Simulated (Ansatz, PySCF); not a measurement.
Molecule: sum formula Si₂H₄Cl₂ (charge 0, singlet). SMILES: Cl[SiH2][SiH2]Cl
Structure (B3LYP-D3(BJ)/def2-TZVP (Ansatz, a program for electronic structure) minimum search):
```
Si
H 1 1.4783
H 1 1.4783 2 109.70
Cl 1 2.0766 2 108.35 3 -118.08
Si 1 2.3407 2 111.39 3 123.79
H 5 1.4783 1 111.39 2 57.59
H 5 1.4783 6 109.70 1 -123.79
Cl 5 2.0766 6 108.35 7 -118.08
```

PBE beside other levels, property by property. Cores are frozen in the correlated levels unless marked. UHF or UKS for open shells. No spin-orbit coupling. No relativistic terms. Basis-set limits of correlation are two-point, X^-3; Hartree-Fock from the larger set. The bracket is a focal-point correction in the basis named. Rows marked 298 K are enthalpies with B3LYP-D3(BJ) harmonic zero-point and thermal terms from PySCF. Atomisation energies are electronic, to ground-state atoms; the column to compare with has the core term from cc-pwCVTZ added, other frozen-core levels have none. Vertical energies are electronic, to the SCF solution reached for that spin. Anions need diffuse functions, of which def2-TZVPD holds fewer than the aug- sets. The coupled-cluster column (Ansatz) is a level with limits of its own: (a) RI-MP2/CBS(aug-cc-pV(T+d)Z,aug-cc-pV(Q+d)Z)+[CCSD(T)-MP2]/aug-cc-pV(T+d)Z; (b) CCSD(T)/CBS(aug-cc-pV(T+d)Z,aug-cc-pV(Q+d)Z); (c) CCSD(T)/CBS(cc-pV(T+d)Z,cc-pV(Q+d)Z).

```
property                                                                         SVWN5/def2-TZVPD (Ansatz)  wB97M-V/def2-TZVPD (Ansatz)  RI-MP2/CBS(aug-cc-pV(T+d)Z,aug-cc-pV(Q+d)Z) (Ansatz)  coupled cluster
-------------------------------------------------------------------------------  -------------------------  ---------------------------  ----------------------------------------------------  ---------------
H-Si bond dissociation enthalpy, 298 K, to Cl[SiH][SiH2]Cl + H atom (kcal/mol)                        91.2                         88.8                                                  87.7         89.3 (b)
vertical ionisation energy to the doublet (eV)                                                        9.82                        10.33                                                 10.61        10.53 (a)
atomisation energy (kcal/mol)                                                                        624.0                        564.9                                                 570.9        567.6 (b)
vertical triplet-singlet gap (eV)                                                                     4.58                         5.42                                                  5.61         5.46 (a)
Cl-Si bond dissociation enthalpy, 298 K, to [SiH2][SiH2]Cl + Cl atom (kcal/mol)                      118.1                        107.6                                                 112.7        107.5 (b)
Si-Si bond dissociation enthalpy, 298 K, to [SiH2]Cl + [SiH2]Cl (kcal/mol)                            80.0                         76.3                                                  77.5         76.9 (c)
deprotonation enthalpy (H-Si bond), 298 K, to Cl[SiH-][SiH2]Cl + H+ (kcal/mol)                       332.3                        340.6                                                 345.7        345.7 (b)
```

Task: What does PBE/def2-TZVPD (Ansatz) give for each property, and on which side of coupled cluster does it fall?

Result: 
- H-Si bond dissociation enthalpy, 298 K, to Cl[SiH][SiH2]Cl + H atom: PBE lies 7.2 kcal/mol below coupled cluster; PBE gives 82.1 kcal/mol.
- vertical ionisation energy to the doublet: PBE lies 0.82 eV below coupled cluster; PBE gives 9.71 eV.
- atomisation energy: PBE lies 12.8 kcal/mol below coupled cluster; PBE gives 554.8 kcal/mol.
- vertical triplet-singlet gap: PBE lies 0.86 eV below coupled cluster; PBE gives 4.60 eV.
- Cl-Si bond dissociation enthalpy, 298 K, to [SiH2][SiH2]Cl + Cl atom: PBE lies 3.9 kcal/mol below coupled cluster; PBE gives 103.6 kcal/mol.
- Si-Si bond dissociation enthalpy, 298 K, to [SiH2]Cl + [SiH2]Cl: PBE lies 7.4 kcal/mol below coupled cluster; PBE gives 69.5 kcal/mol.
- deprotonation enthalpy (H-Si bond), 298 K, to Cl[SiH-][SiH2]Cl + H+: PBE lies 5.8 kcal/mol below coupled cluster; PBE gives 339.9 kcal/mol.
